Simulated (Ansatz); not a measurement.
C2H11FN2OSiZr, SMILES `C[N](C)[Zr]([NH2])([F])[O][SiH3]`. The species carries charge 0 and has multiplicity 1. Zr takes the def2 core potential. All single points use the PBE0-D4/def2-TZVP geometry. It is one conformer, not always the lowest.

```xyz
19

C    -2.193    1.106    0.164
N    -0.788    0.891    0.387
C    -0.423    0.932    1.784
Zr    0.772    0.519   -0.844
N     0.061    0.520   -2.749
F     2.072    1.914   -0.557
O     1.479   -1.244   -0.372
Si    1.873   -2.661    0.332
H    -2.516    2.087    0.544
H    -2.418    1.066   -0.903
H    -2.804    0.344    0.670
H    -0.654    1.906    2.239
H    -0.940    0.155    2.366
H     0.655    0.768    1.921
H    -0.213   -0.296   -3.278
H     0.047    1.320   -3.369
H     1.866   -2.521    1.815
H     3.229   -3.091   -0.100
H     0.894   -3.715   -0.049
```

Q: What is the dipole moment at r2SCAN/def2-TZVPP? (Estimate.)

A: Computed: 2.27 D, with components (-2.12, -0.20, -0.79) D in this frame, pointing from negative to positive charge.

Q: And with PBE, B3LYP, ωB97M-V? (Estimate.)

A: Ansatz gave: PBE 2.24 D, B3LYP 2.25 D, ωB97M-V 2.18 D.

Q: Give the Mulliken charges with r2SCAN, ωB97M-V, PBE in def2-TZVPP. (An estimate is asked.)

A: Ansatz gave: 
```json
{"atom": "C1", "r2SCAN": "-0.04", "ωB97M-V": "-0.23", "PBE": "-0.18"}
{"atom": "N2", "r2SCAN": "-0.42", "ωB97M-V": "-0.42", "PBE": "-0.34"}
{"atom": "C3", "r2SCAN": "-0.03", "ωB97M-V": "-0.22", "PBE": "-0.16"}
{"atom": "Zr4", "r2SCAN": "1.35", "ωB97M-V": "1.31", "PBE": "1.15"}
{"atom": "N5", "r2SCAN": "-0.62", "ωB97M-V": "-0.52", "PBE": "-0.54"}
{"atom": "F6", "r2SCAN": "-0.41", "ωB97M-V": "-0.40", "PBE": "-0.37"}
{"atom": "O7", "r2SCAN": "-0.56", "ωB97M-V": "-0.54", "PBE": "-0.46"}
{"atom": "Si8", "r2SCAN": "0.41", "ωB97M-V": "0.28", "PBE": "0.30"}
{"atom": "H9", "r2SCAN": "0.04", "ωB97M-V": "0.11", "PBE": "0.08"}
{"atom": "H10", "r2SCAN": "0.05", "ωB97M-V": "0.10", "PBE": "0.09"}
{"atom": "H11", "r2SCAN": "0.04", "ωB97M-V": "0.11", "PBE": "0.08"}
{"atom": "H12", "r2SCAN": "0.05", "ωB97M-V": "0.12", "PBE": "0.09"}
{"atom": "H13", "r2SCAN": "0.05", "ωB97M-V": "0.12", "PBE": "0.08"}
{"atom": "H14", "r2SCAN": "0.04", "ωB97M-V": "0.10", "PBE": "0.08"}
{"atom": "H15", "r2SCAN": "0.16", "ωB97M-V": "0.12", "PBE": "0.15"}
{"atom": "H16", "r2SCAN": "0.16", "ωB97M-V": "0.12", "PBE": "0.15"}
{"atom": "H17", "r2SCAN": "-0.09", "ωB97M-V": "-0.05", "PBE": "-0.07"}
{"atom": "H18", "r2SCAN": "-0.09", "ωB97M-V": "-0.04", "PBE": "-0.07"}
{"atom": "H19", "r2SCAN": "-0.09", "ωB97M-V": "-0.05", "PBE": "-0.07"}
```

B3LYP here is the variant with VWN-RPA as its local correlation; programs differ in this.
